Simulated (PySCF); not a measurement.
Predicted microwave data (PBE0/pcSseg-1 in PySCF (dipole) on a GFN2-xTB geometry, gas phase) for one isomer of C7H12O3:

| Property | Result |
| --- | --- |
| Rotational constants | A = 2448, B = 829.9, C = 655.7 MHz |
| Dipole components | \|μa\| = 0.19 D, \|μb\| = 0.53 D, \|μc\| = 0.03 D |
| Inertial defect | -44.71 u·Å² |
| κ | -0.81 |

Question: Which candidate fits, each taken in the one conformer that was computed?
A. `[CH3:1]/[C:2]([CH2:3][OH:4])=[C:5](/[CH3:6])[CH2:7][O:8][CH:9]=[O:10]` with C1–C2–C3–O4 112°, C2–C3–O4–H -54°, C2–C5–C7–O8 -111°, C5–C7–O8–C9 94°, C7–O8–C9–O10 1°
B. `[CH3:1][O:2][CH2:3][C@@H:4]1[CH2:5][O:6][CH2:7][CH2:8][C:9]1=[O:10]` with C1–O2–C3–C4 179°, O2–C3–C4–C5 -62°, C3–C4–C5–O6 -179°, C4–C5–O6–C7 62°, C5–O6–C7–C8 -61°, O6–C7–C8–C9 56°
C. `[CH3:1][O:2][C@@H:3]([CH3:4])[C:5](=[O:6])[O:7][CH:8]1[CH2:9][CH2:10]1` with C1–O2–C3–C4 173°, O2–C3–C5–O6 -12°, C3–C5–O7–C8 178°, C5–O7–C8–C9 147°

Answer: B. It is COC[C@@H]1COCCC1=O, an asymmetric top, point group C1. The candidates at the same level (rigid rotor, commonest isotopes):

```
                SMILES  A (MHz)  B (MHz)  C (MHz)  μa (D)  μb (D)  μc (D)  Δ (u·Å²)  point group                        rotor
CO[C@@H](C)C(=O)OC1CC1     2838    694.8    626.8    1.80    0.54    1.86    -99.28           C1  near-prolate asymmetric top
    C/C(CO)=C(/C)COC=O     1928    864.4    743.3    0.26    0.50    0.97   -166.84           C1               asymmetric top
    COC[C@@H]1COCCC1=O     2448    829.9    655.7    0.19    0.53    0.03    -44.71           C1               asymmetric top
```

`CO[C@@H](C)C(=O)OC1CC1` has B 16 % too low; `C/C(CO)=C(/C)COC=O` has A 21 % too low. No structure here is proved a minimum.
